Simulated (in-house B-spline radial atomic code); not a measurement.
A run on an ion of nuclear charge 65 with 65.1 electrons that did not converge. Method: scalar-relativistic (X2C) TPSSh, spin-polarised, spherical fractional occupations, Fermi nucleus of rms radius 5.06 fm; computed with a B-spline radial code for spherical atoms.

Command:
```bash
python run_scf.py task.json out
```
Settings (nuclear radius in fm, mass in u):
```
Z                65
configuration    [Xe] 4f9.1 6s2
hamiltonian      x2c
method           tpssh
spin_polarised   True
nucleus          fermi
rms_radius       5.06
atomic_mass      158.92535
speed_of_light   137.035999084
```

First and last ten iterations of the last attempt (damped for 15 steps, keeping 80 % of the old Fock matrix, then DIIS):
```
 iter        energy (Eh)    residual
    1      -11708.078990    1.10e-01
    2      -11706.214576    1.26e-01
    3      -11707.746058    8.67e-02
    4      -11708.020480    3.24e-02
    5      -11708.073931    1.24e-02
    6      -11708.082709    5.83e-03
    7      -11708.085087    3.82e-03
    8      -11706.276894    1.25e-01
    9      -11707.741359    8.62e-02
   10      -11708.017265    3.21e-02
  111      -11706.227621    1.25e-01
  112      -11706.232607    1.25e-01
  113      -11706.236835    1.25e-01
  114      -11706.235610    1.25e-01
  115      -11706.249223    1.24e-01
  116      -11706.327429    1.20e-01
  117      -11531.357557    9.52e-01
  118      -11637.293023    5.84e-01
  119      -11663.047644    4.55e-01
  120      -11663.524236    4.63e-01
 not converged after 120 iterations
```

The smallest residual met was 3.8e-03; the threshold is about 6e-07. No energy from this run should be used. The likely cause: this method binds the added charge weakly or not at all at the basis-set limit, so charge moves back and forth between the atom and the box. Cost of the run: 6.9 s on 1 thread of Arm Neoverse V1, with other jobs on the host.
